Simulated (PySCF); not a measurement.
Al(F)2(SMe) (CH3AlF2S), SMILES C[S][Al]([F])[F]. Atoms are numbered in the order given.

```xyz
8

Al    -0.0384    -0.8094     0.0000
F      0.8473    -2.2065     0.0000
F     -1.6958    -0.9098     0.0000
S      0.9025     1.1269     0.0000
C     -0.6044     2.2072     0.0000
H     -1.5289     1.6166     0.0000
H     -0.5738     2.8400     0.8966
H     -0.5738     2.8400    -0.8966
```

Coordinates come from a B3LYP-D3(BJ)/def2-SVP optimisation. The structure was generated by enumeration; whether it is a known compound was not checked. One conformer was computed; it need not be the lowest.

These are PBE/def2-TZVP (PySCF) values and carry that method's errors.

Symmetry labels are those of the subgroup Cs that the program uses (full group Cs).

Task: List the valence orbital energies around the gap with their symmetry. (An estimate is asked for; the answer gives what the named calculation found.)

Result: 
| orbital | symmetry | energy (eV) |
|---|---|---|
| HOMO−7 | A' | -10.67 |
| HOMO−6 | A" | -10.00 |
| HOMO−5 | A' | -9.94 |
| HOMO−4 | A" | -9.65 |
| HOMO−3 | A' | -9.61 |
| HOMO−2 | A' | -9.28 |
| HOMO−1 | A' | -7.69 |
| HOMO | A" | -6.45 |
| LUMO | A' | -1.89 |
| LUMO+1 | A' | -1.05 |
| LUMO+2 | A" | -1.00 |
| LUMO+3 | A' | 0.85 |
